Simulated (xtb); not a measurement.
Br2Zn, charge +1, doublet, from a rough starting geometry (GFN-xTB shapes and energies of metal compounds can be far from the true ones) (a state made from the parent by changing its charge; the spin is typed, not shown lowest); xtb with GFN2-xTB.

The xtb input:
```
$ xtb mol.xyz --gfn 2 --chrg 1 --uhf 1 --opt vtight --json

# file mol.xyz
3

Zn     0.00012618    -0.02878607     0.00202823
Br    -0.23756133     1.76715523    -1.41780470
Br     0.26020695    -1.73540776     1.43133573
```

Problem. Predict the main parts of the log of this xtb run.

Solution. 
```
   ID    Z sym.   atoms
    1   30 Zn     1
    2   35 Br     2, 3

           -------------------------------------------------
          |                Calculation Setup                |
           -------------------------------------------------

           -------------------------------------------------
          |                 G F N 2 - x T B                 |
           -------------------------------------------------

          ...................................................
          :                      SETUP                      :
          :.................................................:
          :  # basis functions                  24          :
          :  # atomic orbitals                  22          :
          :  # shells                            8          :
          :  # electrons                        15          :
          :  max. iterations                   250          :
          :  Hamiltonian                  GFN2-xTB          :
          :  restarted?                      false          :
          :  GBSA solvation                  false          :
          :  PC potential                    false          :
          :  electronic temp.          300.0000000     K    :
          :  accuracy                    1.0000000          :
          :  -> integral cutoff          0.2500000E+02      :
          :  -> integral neglect         0.1000000E-07      :
          :  -> SCF convergence          0.1000000E-05 Eh   :
          :  -> wf. convergence          0.1000000E-03 e    :
          :  Broyden damping             0.4000000          :
          :  net charge                          1          :
          :  unpaired electrons                  1          :
          ...................................................

 iter      E             dE          RMSdq      gap      omega  full diag
   1     -8.2045839 -0.820458E+01  0.200E+01    5.28       0.0  T
   2     -8.1932547  0.113293E-01  0.806E+00    6.01       1.0  T
   3     -7.9889046  0.204350E+00  0.990E+00    4.12       1.0  T
   4     -8.1583953 -0.169491E+00  0.579E+00    4.76       1.0  T
   5     -8.1953478 -0.369525E-01  0.468E+00    4.88       1.0  T
   6     -8.2260269 -0.306790E-01  0.226E+00    5.08       1.0  T
   7     -8.2179288  0.809805E-02  0.265E+00    5.30       1.0  T
   8     -8.2201183 -0.218954E-02  0.242E+00    5.23       1.0  T
   9     -8.2283682 -0.824989E-02  0.160E+00    5.24       1.0  T
  10     -8.2329804 -0.461213E-02  0.846E-01    5.25       1.0  T
  11     -8.2347293 -0.174893E-02  0.811E-02    5.26       1.0  T
  12     -8.2347072  0.220939E-04  0.120E-01    5.26       1.0  T
  13     -8.2347175 -0.103421E-04  0.953E-02    5.26       1.0  T
  14     -8.2347397 -0.221424E-04  0.235E-02    5.26       2.5  T
  15     -8.2347406 -0.933269E-06  0.423E-03    5.26      13.7  T
  16     -8.2347404  0.226891E-06  0.103E-02    5.26       5.6  T
  17     -8.2347407 -0.265793E-06  0.909E-04    5.26      63.5  T
  18     -8.2347407 -0.163212E-08  0.337E-04    5.26     171.3  T

   *** convergence criteria satisfied after 18 iterations ***

         :::::::::::::::::::::::::::::::::::::::::::::::::::::
         ::                     SUMMARY                     ::
         :::::::::::::::::::::::::::::::::::::::::::::::::::::
         :: total energy              -8.228373443356 Eh    ::
         :: gradient norm              0.017697949406 Eh/a0 ::
         :: HOMO-LUMO gap              5.259506329795 eV    ::
         ::.................................................::
         :: SCC energy                -8.234740812833 Eh    ::
         :: -> isotropic ES            0.179147511803 Eh    ::
         :: -> anisotropic ES          0.006989820185 Eh    ::
         :: -> anisotropic XC         -0.011452157213 Eh    ::
         :: -> dispersion             -0.001913039880 Eh    ::
         :: repulsion energy           0.006367369477 Eh    ::
         :: add. restraining           0.000000000000 Eh    ::
         :: total charge               1.000000000000 e     ::
         :::::::::::::::::::::::::::::::::::::::::::::::::::::

      -----------------------------------------------------------
     |                   =====================                   |
     |                        A N C O P T                        |
     |                   =====================                   |
     |               Approximate Normal Coordinate               |
     |                Rational Function Optimizer                |
      -----------------------------------------------------------
      -----------------------------------------------------------
     |                   =====================                   |
     |                        A N C O P T                        |
     |                   =====================                   |
     |               Approximate Normal Coordinate               |
     |                Rational Function Optimizer                |
      -----------------------------------------------------------

          ...................................................
          :                      SETUP                      :
          :.................................................:
          :   optimization level         verytight          :
          :   max. optcycles                   200          :
          :   ANC micro-cycles                  20          :
          :   degrees of freedom                 3          :
          :.................................................:
          :   RF solver                   davidson          :
          :   write xtbopt.log                true          :
          :   linear?                        false          :
          :   energy convergence         0.1000000E-06 Eh   :
          :   grad. convergence          0.2000000E-03 Eh/α :
          :   maxmium RF displ.          1.0000000          :
[...]
 * total energy  :    -8.2283734 Eh     change       -0.2658460E-09 Eh
 * total energy  :    -8.2304721 Eh     change       -0.2098616E-02 Eh
 * total energy  :    -8.2305827 Eh     change       -0.1106649E-03 Eh
 * total energy  :    -8.2305957 Eh     change       -0.1297273E-04 Eh
 * total energy  :    -8.2305983 Eh     change       -0.2627731E-05 Eh
 * total energy  :    -8.2305988 Eh     change       -0.5196039E-06 Eh
 * total energy  :    -8.2305990 Eh     change       -0.1259533E-06 Eh
 * total energy  :    -8.2305991 Eh     change       -0.9030742E-07 Eh
   *** GEOMETRY OPTIMIZATION CONVERGED AFTER 8 ITERATIONS ***
[...]
          :  electronic temp.          300.0000000     K    :
          :  accuracy                    1.0000000          :
          :  -> integral cutoff          0.2500000E+02      :
          :  -> integral neglect         0.1000000E-07      :
          :  -> SCF convergence          0.1000000E-05 Eh   :
          :  -> wf. convergence          0.1000000E-03 e    :
          :  Broyden damping             0.4000000          :
          :  net charge                          1          :
          :  unpaired electrons                  1          :
          ...................................................

 iter      E             dE          RMSdq      gap      omega  full diag
   1     -8.2333494 -0.823335E+01  0.614E-04    4.11       0.0  T
   2     -8.2333492  0.190143E-06  0.779E-03    4.11       7.4  T
   3     -8.2333494 -0.190957E-06  0.311E-04    4.11     185.4  T
   4     -8.2333494 -0.255122E-09  0.912E-05    4.11     633.3  T

   *** convergence criteria satisfied after 4 iterations ***

         :::::::::::::::::::::::::::::::::::::::::::::::::::::
         ::                     SUMMARY                     ::
         :::::::::::::::::::::::::::::::::::::::::::::::::::::
         :: total energy              -8.230599061819 Eh    ::
         :: gradient norm              0.000028128571 Eh/a0 ::
         :: HOMO-LUMO gap              4.114202639002 eV    ::
         ::.................................................::
         :: SCC energy                -8.233349603588 Eh    ::
         :: -> isotropic ES            0.174509472187 Eh    ::
         :: -> anisotropic ES          0.005409543703 Eh    ::
         :: -> anisotropic XC         -0.007899558142 Eh    ::
         :: -> dispersion             -0.001835903015 Eh    ::
         :: repulsion energy           0.002750541770 Eh    ::
         :: add. restraining           0.000000000000 Eh    ::
         :: total charge               1.000000000002 e     ::
         :::::::::::::::::::::::::::::::::::::::::::::::::::::

           -------------------------------------------------
          |                Property Printout                |
           -------------------------------------------------

    * Orbital Energies and Occupations

         #    Occupation            Energy/Eh            Energy/eV
      -------------------------------------------------------------
         1        2.0000           -1.0766984             -29.2985
         2        2.0000           -1.0721853             -29.1756
         3        2.0000           -0.7884612             -21.4551
         4        2.0000           -0.7082888             -19.2735
         5        2.0000           -0.7022757             -19.1099
         6        2.0000           -0.7022754             -19.1099
         7        1.5001           -0.6928571             -18.8536
         8        1.5000           -0.6928571             -18.8536 (HOMO)
         9                         -0.5416629             -14.7394 (LUMO)
        10                         -0.3488378              -9.4924
        11                         -0.3488124              -9.4917
        12                         -0.2337292              -6.3601
        13                         -0.2314634              -6.2984
        14                         -0.2314633              -6.2984
        15                         -0.2244440              -6.1074
        16                         -0.2244440              -6.1074
        17                         -0.2244030              -6.1063
        18                         -0.2244030              -6.1063
        19                         -0.2100905              -5.7169
       ...                                ...                  ...
        22                          1.6042754              43.6546
      -------------------------------------------------------------
                  HL-Gap            0.1511942 Eh            4.1142 eV
             Fermi-level           -0.6550584 Eh          -17.8250 eV

     #   Z          covCN         q      C6AA      α(0)
     1  30 Zn       1.574     0.369   120.646    21.456
     2  35 Br       0.787     0.315   176.159    21.398
     3  35 Br       0.787     0.315   176.159    21.398

 Mol. C6AA /au·bohr⁶  :       1399.369692
 Mol. C8AA /au·bohr⁸  :      94270.562062
 Mol. α(0) /au        :         64.253149

Wiberg/Mayer (AO) data.
largest (>0.10) Wiberg bond orders for each atom

 ---------------------------------------------------------------------------
     #   Z sym  total        # sym  WBO       # sym  WBO       # sym  WBO
 ---------------------------------------------------------------------------
     1  30 Zn   1.898 --     2 Br   0.949     3 Br   0.949
     2  35 Br   1.383 --     1 Zn   0.949     3 Br   0.434
     3  35 Br   1.383 --     1 Zn   0.949     2 Br   0.434
 ---------------------------------------------------------------------------

Topologies differ in total number of bonds
Writing topology from bond orders to xtbtopo.mol

molecular dipole:
                 x           y           z       tot (Debye)
 q only:        0.014       0.001       0.009
   full:        0.009      -0.006       0.002       0.029
molecular quadrupole (traceless):
                xx          xy          yy          xz          yz          zz
 q only:       -6.132      -1.615       4.976       1.316      -9.233       1.156
  q+dip:       -0.506      -0.133       0.410       0.108      -0.761       0.095
   full:        0.567       0.149      -0.460      -0.122       0.854      -0.107

optimized geometry written to: xtbopt.xyz

           -------------------------------------------------
          | TOTAL ENERGY               -8.230599061819 Eh   |
          | GRADIENT NORM               0.000028128571 Eh/α |
          | HOMO-LUMO GAP               4.114202639002 eV   |
           -------------------------------------------------

normal termination of xtb
```
